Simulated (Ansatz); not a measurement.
Input for Ansatz (a first-principles code): U-BHLYP/def2-TZVPP on O (SMILES [O]).

Ansatz 0.2 input:
```yaml
crystal:
  periodic: [false, false, false]
  atoms:
    - {symbol: O, position_ang: [0.00000000, 0.00000000, 0.00000000]}
basis:
  gaussian:
    orbitals: def2-TZVPP
hamiltonian:
  xc: {name: BHLYP}
magnetization: {spin_polarized: true, initial_magnetization: 2}
```

Output:

```
WARN ansatz: RAYON_NUM_THREADS=4 ignored (pool sized by the plan → 4); use --threads N
Functional definition: BHLYP
integrals: 0.00 GiB planned
177 factors; their error is unknown
mean field: 0.08 GiB planned
mean field evaluation 1: about -2042.8192 eV, gradient 6.5e0 eV
mean field evaluation 2: about -2042.9291 eV, gradient 1.3e0 eV
mean field evaluation 4: about -2042.9383 eV, gradient 1.2e-1 eV
mean field evaluation 8: about -2042.9525 eV, gradient 1.5e-3 eV
mean field -2042.95245488 eV, -75.0771179539 hartree, gradient 4.1e-6 eV, S^2 2.004422; 0 other end points of the search recorded, 0 dependent functions left out
reference -2042.95252760 eV, -75.0771206263 hartree; 5, 3 occupied and 26, 28 virtual orbitals, 177 factors
Total energy: -2042.95252760 eV, -75.0771206263 hartree
```

The calculation finished and met its thresholds.

Cost: about 0.3 core-seconds (a rough figure).
